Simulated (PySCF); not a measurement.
A geometry optimisation, step by step.

Compound: C8H4F2O2S.
Atom-mapped SMILES: `[O:1]=[S:2]1(=[O:3])[C:4]([F:5])=[CH:6][c:7]2[c:8]([F:9])[cH:10][cH:11][cH:12][c:13]21` (hydrogens: H14 on C6; H15 on C10; H16 on C11; H17 on C12)

Computed by this run: PySCF, PBE0-D3(BJ)/def2-SVP geometry optimisation, gas phase; density fitting, grid level 1; the optimiser is geomeTRIC in internal coordinates, started from a GFN2-xTB structure with every atom displaced at random (about 0.01 Å). 5 of its 9 geometries are shown. The frame can shift and turn from step to step; on so coarse a grid that alone can change the energy by a few meV, and forces under 0.02 eV/Å are noise.

Step 0: E = -28681.5892 eV, largest atomic force 3.769 eV/Å
```
atom  x, y, z in Å  |  force x, y, z in eV/Å
O1     -2.178   -1.853    1.231   -0.108  -0.040   0.749
S2     -1.910   -1.100    0.030    0.413   0.268   0.026
O3     -2.384   -1.618   -1.227   -0.239   0.021  -0.839
C4     -2.337    0.668    0.212   -3.650  -0.921   0.182
F5     -3.640    1.014    0.321    1.689  -0.577  -0.139
C6     -1.306    1.456    0.208    1.974   0.921   0.013
C7     -0.039    0.722    0.064   -0.158   0.734  -0.068
C8      1.243    1.280    0.021   -0.753   0.533   0.330
F9      1.378    2.609    0.148   -0.036  -0.620  -0.117
C10     2.345    0.468   -0.107    0.083   0.134  -0.115
C11     2.190   -0.905   -0.216    0.097   0.233   0.031
C12     0.939   -1.480   -0.183   -1.439   0.419   0.015
C13    -0.188   -0.650   -0.057    1.271  -0.512  -0.011
H14    -1.324    2.529    0.310   -0.140   0.448   0.019
H15     3.319    0.919   -0.143    0.610   0.282   0.020
H16     3.071   -1.511   -0.328    0.425  -0.434  -0.047
H17     0.805   -2.536   -0.274   -0.040  -0.889  -0.050
```

Step 2: E = -28681.7676 eV, largest atomic force 0.348 eV/Å
```
atom  x, y, z in Å  |  force x, y, z in eV/Å
O1     -2.098   -1.897    1.291    0.062   0.024  -0.075
S2     -1.877   -1.098    0.095   -0.229  -0.141   0.062
O3     -2.410   -1.522   -1.190    0.010   0.035   0.052
C4     -2.346    0.621    0.456    0.310   0.123   0.101
F5     -3.575    0.906    0.797   -0.003  -0.127  -0.151
C6     -1.294    1.445    0.410   -0.050   0.093  -0.101
C7     -0.046    0.754    0.076    0.057  -0.125   0.112
C8      1.229    1.295   -0.040   -0.053   0.045  -0.017
F9      1.383    2.606    0.103    0.075   0.023   0.016
C10     2.336    0.487   -0.296   -0.055   0.049   0.000
C11     2.174   -0.888   -0.442   -0.070   0.003   0.035
C12     0.903   -1.470   -0.335    0.048  -0.051  -0.072
C13    -0.164   -0.632   -0.080   -0.070   0.068   0.028
H14    -1.340    2.515    0.613   -0.009  -0.003   0.017
H15     3.318    0.957   -0.374   -0.005  -0.003  -0.002
H16     3.046   -1.516   -0.634   -0.012  -0.003  -0.008
H17     0.760   -2.546   -0.446   -0.006  -0.008   0.003
```

Step 4: E = -28681.7824 eV, largest atomic force 0.118 eV/Å
```
atom  x, y, z in Å  |  force x, y, z in eV/Å
O1     -2.104   -1.888    1.307    0.017  -0.001   0.000
S2     -1.880   -1.094    0.111    0.068   0.051  -0.012
O3     -2.412   -1.517   -1.174   -0.037  -0.007  -0.016
C4     -2.333    0.631    0.441   -0.086  -0.045  -0.048
F5     -3.592    0.898    0.671    0.020   0.028   0.009
C6     -1.288    1.460    0.409    0.034   0.021   0.030
C7     -0.035    0.755    0.117   -0.028  -0.088   0.033
C8      1.242    1.289    0.000   -0.054   0.030   0.005
F9      1.411    2.596    0.162    0.049   0.004  -0.009
C10     2.338    0.476   -0.283    0.064   0.033   0.001
C11     2.168   -0.897   -0.450   -0.091   0.070   0.027
C12     0.895   -1.468   -0.336   -0.024  -0.084  -0.014
C13    -0.166   -0.629   -0.057    0.073  -0.028  -0.003
H14    -1.342    2.533    0.589   -0.001   0.011  -0.017
H15     3.321    0.940   -0.370    0.008   0.010   0.008
H16     3.032   -1.527   -0.670   -0.007   0.006   0.005
H17     0.743   -2.541   -0.463   -0.007  -0.012  -0.001
```

Step 6: E = -28681.7840 eV, largest atomic force 0.041 eV/Å
```
atom  x, y, z in Å  |  force x, y, z in eV/Å
O1     -2.103   -1.887    1.296    0.003  -0.005   0.006
S2     -1.880   -1.093    0.099   -0.018  -0.017  -0.015
O3     -2.416   -1.517   -1.184   -0.001   0.002  -0.002
C4     -2.338    0.632    0.425    0.017   0.015  -0.003
F5     -3.594    0.907    0.653   -0.002  -0.014  -0.015
C6     -1.289    1.457    0.402    0.003  -0.004   0.009
C7     -0.036    0.749    0.120    0.003   0.041   0.000
C8      1.240    1.289    0.012    0.024  -0.024  -0.002
F9      1.414    2.596    0.174   -0.023  -0.009   0.006
C10     2.338    0.477   -0.266    0.024  -0.001  -0.001
C11     2.167   -0.895   -0.438   -0.016   0.013   0.005
C12     0.897   -1.473   -0.337    0.002  -0.012   0.004
C13    -0.164   -0.633   -0.061   -0.016   0.013   0.000
H14    -1.341    2.532    0.577    0.001  -0.002  -0.001
H15     3.323    0.941   -0.344    0.002   0.001   0.005
H16     3.035   -1.522   -0.655   -0.002   0.002   0.004
H17     0.746   -2.546   -0.471   -0.001   0.001  -0.003
```

Step 8: E = -28681.7844 eV, largest atomic force 0.024 eV/Å
```
atom  x, y, z in Å  |  force x, y, z in eV/Å
O1     -2.110   -1.886    1.279   -0.005   0.000  -0.002
S2     -1.881   -1.092    0.083    0.016   0.015  -0.010
O3     -2.410   -1.517   -1.204    0.004  -0.001   0.001
C4     -2.340    0.633    0.402   -0.014  -0.007  -0.004
F5     -3.601    0.905    0.607   -0.002   0.010   0.004
C6     -1.290    1.459    0.396   -0.003  -0.001   0.001
C7     -0.035    0.750    0.125   -0.005  -0.016  -0.007
C8      1.243    1.287    0.030   -0.012   0.004   0.008
F9      1.414    2.594    0.198    0.009   0.003   0.002
C10     2.343    0.475   -0.243    0.002   0.001   0.004
C11     2.170   -0.895   -0.422   -0.004   0.004   0.004
C12     0.897   -1.471   -0.334   -0.003  -0.005   0.003
C13    -0.165   -0.631   -0.063    0.018  -0.010  -0.010
H14    -1.344    2.533    0.569   -0.003   0.001   0.000
H15     3.329    0.938   -0.311    0.001   0.001   0.005
H16     3.037   -1.523   -0.636    0.000   0.000   0.004
H17     0.746   -2.543   -0.474    0.000  -0.001  -0.001
```

Task: Summarise the path.

Result: The energy falls by 4.50 kcal/mol from step 0 to step 8; nine tenths of that is first reached at step 2. It rises by more than 0.2 meV at step 5. The largest force goes from 3.769 to 0.024 eV/Å. Among the bonds C4–F5 changes most, from 1.353 to 1.306 Å; the atoms move by 0.042 Å rms after alignment.

Task: Follow the three bonds and two angles with the largest change from start to end.

Result: 
```tsv
step	E above end (kcal/mol)	largest force (eV/Å)	C4–F5 (Å)	C4=C6 (Å)	C12–C13 (Å)	C7–C13–C12 (°)	O1–S2–C4 (°)
0	4.50	3.769	1.353	1.298	1.404	120.5	112.3
1	1.69	0.769	1.303	1.340	1.378	124.3	108.1
2	0.39	0.348	1.307	1.337	1.380	123.8	108.4
3	0.21	0.294	1.307	1.335	1.382	123.5	109.4
4	0.05	0.118	1.307	1.334	1.382	123.6	109.3
5	0.06	0.172	1.307	1.335	1.381	123.9	109.3
6	0.01	0.041	1.307	1.335	1.381	123.8	109.4
7	0.01	0.053	1.306	1.335	1.381	123.6	109.5
8	0.00	0.024	1.306	1.335	1.381	123.7	109.5
```

What follows is the cost of the whole optimisation. The run took 3.6 min wall on an Intel Xeon Platinum 8488C with one thread, shared host with 192 logical CPUs at a one-minute load of 38, and the process peaked at 0.90 GiB of memory.
